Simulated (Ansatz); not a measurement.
A made-up structure of ZnSiH4, singlet:

```xyz
6
angstrom
Si -0.2031 -0.3398 -0.6648
Zn 0.4215 0.7056 1.3800
H 0.5468 -1.6090 -0.8941
H -1.6548 -0.6828 -0.6953
H 0.0595 0.5373 -1.8428
H 0.3045 0.8202 -0.0222
```

It is relaxed with PBE-D4/def2-SVP and then PBE0-D4/def2-TZVP (Ansatz 0.2.0). Atoms count as bonded within 1.22 times the sum of their covalent radii (H–H: 0.88 Å). The end point is not checked to be a true minimum.

(1) Does its bonding change? (Judge from chemistry; the calculation decides.)

Results:

(1) By the calculation: Yes. Formed: none; broken: Si1–Zn2, Zn2–H6.

Where it ends: The first stage lowers the energy by 3.36 eV in 16 steps. It ends as a complex of SiH₄ + Zn:
Si1  (-0.163, -0.137, -1.085)
Zn2  (0.288, 0.116, 2.685)
H3  (0.751, -1.213, -0.623)
H4  (-1.481, -0.287, -0.418)
H5  (-0.338, -0.234, -2.557)
H6  (0.418, 1.186, -0.742)
(Å)

For scale, one of the runs: PBE0-D4/def2-TZVP relaxation, 109 basis functions, launched by `ansatz run in.yaml --threads 2 --pin off --events-out ev --progress --plain --max-ram 4352MiB`. The run took about 14 s on 2 CPU threads of an Arm Neoverse V2 (shared host).
